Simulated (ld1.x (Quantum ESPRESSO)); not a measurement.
Pseudopotential generation for H: PAW, PW91, scalar-relativistic.

ld1.x (Quantum ESPRESSO) 7.5 was run on this input:

```
&input
   title='H', zed=1., rel=1, dft='PW91', iswitch=3,
   config='1s1',
   nld=1, rlderiv=0.80, eminld=-2.0, emaxld=5.0, deld=0.02
 /
 &inputp
   pseudotype=3, lpaw=.true., tm=.true., lloc=-1, rcloc=0.65,
   nlcc=.false.,
   which_augfun='PSQ', rmatch_augfun_nc=.true.,
   file_pseudopw='H.UPF', file_wfcaegen='ae.wfc', file_wfcncgen='nc.wfc', file_beta='beta', file_chi='chi', file_wfcusgen='us.wfc'
 /
2
1S  1  0   1.00   0.00  0.65  0.70  0.0
1S  1  0   0.00   0.15  0.65  0.70  0.0
 &test
   configts(1)='1s1'
 /
```

Command:

```bash
ld1.x < H.in > H.out
```

Resulting log (shortened: banner, matrices, multipoles, cross overlaps and the repeated all-electron block are left out):

```
Program LD1 v.7.5
     --------------------------- All-electron run ----------------------------

     H
     scalar relativistic calculation

     atomic number is  1.00
     dft =PW91   lsd =0 sic =0 latt =0  beta=0.20 tr2=1.0E-14
     Exchange-correlation= PW91
                           (   1   4   2   2   0   0   0)
     mesh = 929 r(mesh) =  99.48432 a.u. xmin = -7.00 dx = 0.01250
     1 Ry =  13.60569312 eV, c = 137.03599908

     n l     nl                  e(Ry)          e(Ha)          e(eV)
     1 0     1S 1( 1.00)        -0.4811        -0.2405        -6.5454

     final scf error:  7.4E-15 reached in  22 iterations

     Etot =      -0.921515 Ry,      -0.460757 Ha,     -12.537848 eV

     Ekin =       0.896560 Ry,       0.448280 Ha,      12.198314 eV
     Encl =      -1.892276 Ry,      -0.946138 Ha,     -25.745731 eV
     Eh   =       0.580397 Ry,       0.290199 Ha,       7.896708 eV
     Exc  =      -0.506195 Ry,      -0.253098 Ha,      -6.887139 eV

     normalization and overlap integrals

     s(1S/1S) =  1.000000  <r> =   1.6349  <r2> =    3.6664  r(max) =   1.0253

     ------------------------ End of All-electron run ------------------------

     --------------------- Generating PAW atomic setup --------------------

      Generating local potential from pseudized AE potential:
      Matching radius rcloc =   0.6500

      Local pseudo, rcloc= 0.654 Estimated cut-off energy=    53.17 Ry

      Computing core charge for PAW:
      Integrated core pseudo-charge :   0.00
      Wfc-us  1S rcutus= 0.705  Estimated cut-off energy=    87.02 Ry
      Wfc-us  1S rcutus= 0.705  Estimated cut-off energy=    88.33 Ry

     Required augmentation: PSQ   radius:    0.700000

     Q pseudized with Bessel functions
     Expected ecutrho=     393.6992 due to l1=  0   l2=  0

     Estimated PAW energy =   -0.921267 Ryd

     ------------------- End of pseudopotential generation -------------------

     Computing logarithmic derivative in   0.80354
     Computing logarithmic derivative in   0.80354
     Computing the partial wave expansion
     R is outside the sphere for l=    0 j= 0.00
     R is outside the sphere for l=    0 j= 0.00

     ---------------------- Testing the pseudopotential ----------------------

     H
     scalar relativistic calculation

     atomic number is  1.00   valence charge is  1.00
     dft = SLA  PW   GGX  GGC   lsd =0 sic =0 latt =0  beta=0.20 tr2=1.0E-14
     mesh = 929 r(mesh) =  99.48432 xmin = -7.00 dx = 0.01250

     n l     nl             e AE (Ry)        e PS (Ry)    De AE-PS (Ry)
     1 0     1S   1( 1.00)       -0.48108       -0.48109        0.00000

     eps = 7.7E-15  iter =  6

     Etot =      -0.921515 Ry,      -0.460757 Ha,     -12.537848 eV
     Etotps =    -0.921272 Ry,      -0.460636 Ha,     -12.534551 eV

     Ekin =       0.896805 Ry,       0.448403 Ha,      12.201654 eV
     Encl =      -1.892280 Ry,      -0.946140 Ha,     -25.745779 eV
     Ehrt =       0.580399 Ry,       0.290199 Ha,       7.896728 eV
     Ecxc =      -0.506196 Ry,      -0.253098 Ha,      -6.887154 eV

     ---------------------- End of pseudopotential test ----------------------
```

Generation and configuration tests took about 0.49 s on one core of a shared server CPU.
